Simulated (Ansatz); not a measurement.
`C=CC(=O)O` + `C#C[SiH3]` → `C#C[SiH2]C(=O)O` + `C=C`  (formal exchange of groups at a C–C bond)

Program: Ansatz. Geometries: PBE0-D4/def2-TZVP. ΔE: electronic, gas phase. CCSD(T)/CBS adds triple-zeta CCSD(T) − MP2 to the extrapolated MP2 energy (def2 sets, frozen cores). This one scheme is used for every species. DFT in def2-TZVPP. One conformer a species, not always the lowest.

CCSD(T)/CBS gives +0.14 eV.

**Question.** Another level gave +0.19 eV. Which?
A. PBE/def2-TZVPP
B. HF/def2-TZVPP
C. BLYP-D4/def2-TZVPP
D. PBE0/def2-TZVPP

**Answer.** D. PBE0 0.19, PBE 0.13, HF/def2-TZVPP 0.27, BLYP-D4 0.09 eV.

Largest T1 diagnostic among the species: 0.016.

From PBE to PBE0 (25 % exact exchange), in def2-TZVPP and without D4, ΔE moves by +0.06 eV. At CCSD(T), def2-SVP lies +0.14 eV from the extrapolated value and def2-TZVPP +0.02 eV. Leaving LDA and LC-ωPBE aside and taking each functional with its dispersion term where it has one, the values, not all of them listed here, spread over 0.14 eV, from BLYP-D4 to B97M-V. LDA lies +0.10 eV from PBE without D4.
